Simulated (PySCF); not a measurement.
Species: C6H8AlF3.
SMILES with atom numbers: `[F:1][C:2]([F:3])=[C:4]([F:5])[C@H:6]1[CH2:7][CH2:8][CH2:9][AlH:10]1` (hydrogens: H11 on C6; H12, H13 on C7; H14, H15 on C8; H16, H17 on C9; H18 on Al10)

Method: PBE0-D3(BJ)/def2-SVP geometry optimisation, gas phase (PySCF).

Question: What internal coordinates does the optimisation give?

Answer: 
```
    bond  length (Å)   order
   F1–C2       1.364  single
   C2–F3       1.300  single
   C2=C4       1.333  double
   C4–F5       1.338  single
   C4–C6       1.470  single
   C6–C7       1.552  single
   C7–C8       1.535  single
   C8–C9       1.541  single
 C9–Al10       1.966  single
 C6–Al10       2.005  single
  C6–H11       1.104  single
  C7–H12       1.103  single
  C7–H13       1.105  single
  C8–H14       1.104  single
  C8–H15       1.107  single
  C9–H16       1.106  single
  C9–H17       1.101  single
Al10–H18       1.587  single
```

Orders are formal, as drawn. A selection of angles:
```
     angle  degrees
  F1–C2–F3    110.7
  F1–C2–C4    119.2
  F3–C2–C4    130.1
  C2–C4–F5    117.5
  C2–C4–C6    121.8
  F5–C4–C6    120.5
  C4–C6–C7    113.8
C4–C6–Al10    109.3
C7–C6–Al10    101.5
  C6–C7–C8    111.3
  C7–C8–C9    110.9
C8–C9–Al10     99.6
C6–Al10–C9     95.3
```

Torsions: F1–C2–C4–F5 180° (antiperiplanar); C2–C4–C6–C7 -100° (anticlinal); C4–C6–C7–C8 145° (anticlinal); C6–C7–C8–C9 -52° (synclinal); C7–C8–C9–Al10 44° (synclinal); C8–C9–Al10–C6 -23° (synperiplanar); C4–C6–Al10–C9 -123° (anticlinal).

Al10 and F1 aren't drawn bonded (4 bonds apart) but lie 2.26 Å from each other; Cordero's covalent radii sum to 1.78 Å. The C–C distances run from 1.333 Å (C2=C4, drawn double) to 1.552 Å (C6–C7, drawn single), a spread of 0.219 Å. Al10 (aluminium bonded to 2 C and H) is almost planar (angles 133.0°, 128.0° and 95.3°, sum 356.4°, 0.19 Å off the plane of its three neighbours). The 3 C–F bonds span 1.300 Å (C2–F3, drawn single) to 1.364 Å (F1–C2, drawn single), a spread of 0.064 Å. The 2 Al–C bonds span 1.966 Å (C9–Al10, drawn single) to 2.005 Å (C6–Al10, drawn single), a spread of 0.039 Å. The 5-membered ring C6–C7–C8–C9–Al10 has internal angles of 95.3° to 111.3° (sum 519°, against 540° for a flat polygon); it is puckered, 0.20 Å rms from its mean plane, widest ring torsion 52°.

Point group: C1 (no symmetry element, even within 0.4 Å). Whether it is a minimum is left open (no frequencies). One conformer, not necessarily the lowest.
